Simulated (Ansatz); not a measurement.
Two spin states of K2, each at its own minimum; 2S+1 = 1, 3 were tried, and the measured ground state has 1. No spin–orbit coupling. K is treated without relativity.

```csv
level,energy of the multiplicity-3 state above the multiplicity-1 state (kJ/mol)
PBE/def2-TZVPP,51.6
PBE0/def2-TZVPP,45.2
CCSD/def2-TZVPP,40.7
CCSD(T)/def2-TZVPP,45.7
```

The rows run from 40.7 (CCSD/def2-TZVPP) to 51.6 kJ/mol (PBE/def2-TZVPP).

Each state is the lowest solution found for its spin in def2 and cc sets. The singlet is a restricted closed-shell determinant, which can mix singlet states where a π or δ shell is part-filled.

Correlated levels freeze the inner cores; with def2 sets outer-core shells near the valence are correlated too.

Doubts at one or more of the structures used: a restricted determinant that unrestricted orbitals would lower (CCSD/def2-TZVPP, CCSD(T)/def2-TZVPP).

Run with Ansatz (Gaussian orbitals). Values without a source in brackets are computed.

Ansatz is a quantum-chemistry and plane-wave program.
